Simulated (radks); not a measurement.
Problem. Species: Tm3+. Configuration: [Xe] 4f12 (the NIST ground configuration). Method: Dirac Kohn-Sham, PBE, spin-unpolarised, spherical densities, finite nucleus; open shells fill j = l - 1/2 first; Fermi nuclear charge, rms radius 5.2256 fm; computed with a radial shooting solver on a logarithmic mesh with Libxc functionals. Some entries of the table are withheld. Estimate them.

orbital  occ.  eigenvalue (Ry)  r(max) (bohr)  <r^2> (bohr^2)
1s1/2       2              (1)        0.01261       0.0005486
2s1/2       2        -736.1807        0.07207        0.008458
2p1/2       2        -701.8858        0.05403        0.006089
2p3/2       4        -629.8485        0.06035        0.007305
3s1/2       2        -167.3869         0.2035             (2)
3p1/2       2        -152.2768         0.1912             (3)
3p3/2       4        -137.0670         0.2043             (4)
3d3/2       4        -111.2591         0.1611         0.04578
3d5/2       6        -107.9355         0.1648         0.04766
4s1/2       2        -34.96035            (5)          0.2796
4p1/2       2              (6)         0.4664          0.2914
4p3/2       4              (7)         0.4943          0.3288
4d3/2       4        -15.42284         0.4959          0.3691
4d5/2       6        -14.79538         0.5049          0.3838
5s1/2       2         -6.15052          1.083             (8)
5p1/2       2         -4.45740          1.176           2.047
5p3/2       4         -3.99798          1.258           2.354
4f5/2       6         -2.67042         0.4902          0.7188
4f7/2       6         -2.57690         0.4954          0.7471

Solution. 
(1) 1s1/2 eigenvalue (Ry): -4353.752
(2) 3s1/2 <r^2> (bohr^2): 0.05572
(3) 3p1/2 <r^2> (bohr^2): 0.05148
(4) 3p3/2 <r^2> (bohr^2): 0.05828
(5) 4s1/2 r(max) (bohr): 0.4647
(6) 4p1/2 eigenvalue (Ry): -28.87848
(7) 4p3/2 eigenvalue (Ry): -25.43807
(8) 5s1/2 <r^2> (bohr^2): 1.641
